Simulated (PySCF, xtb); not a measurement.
B(F)(Cl)(Me) (CH3BClF), SMILES CB(F)Cl. Atoms are numbered in the order given.

```xyz
7

B      0.1486     0.2218    -0.3220
F      1.4391     0.4082    -0.5494
Cl    -0.2676    -0.7011     1.1300
C     -0.9286     0.7571    -1.3152
H     -1.9033     0.9343    -0.8397
H     -1.0828    -0.0116    -2.0958
H     -0.5889     1.6701    -1.8287
```

Geometry optimised at B3LYP-D3(BJ)/def2-SVP.

Computed with C-PCM-M06-2X/def2-SVP in PySCF.

The values are the electrostatic part of the solvation free energy, E(continuum) − E(gas) at the gas-phase geometry, in a cavity of scaled van der Waals radii (PySCF's table); cavitation and dispersion terms are not included. In vacuum the orbital gap is 11.03 eV. The dipole moment in vacuum is 1.66 D.

| solvent | ε | ΔG(elec) (kcal/mol) | dipole (D) | gap (eV) |
|---|---|---|---|---|
| water | 78.36 | -1.9 | 1.99 | 11.19 |
| 1-octanol | 9.86 | -1.7 | 1.96 | 11.18 |
| diethylether | 4.24 | -1.4 | 1.90 | 11.16 |

For comparison, GFN2-xTB/ALPB(water) (xtb, at the GFN2-xTB geometry, all terms of that model) gives -2.0 kcal/mol.
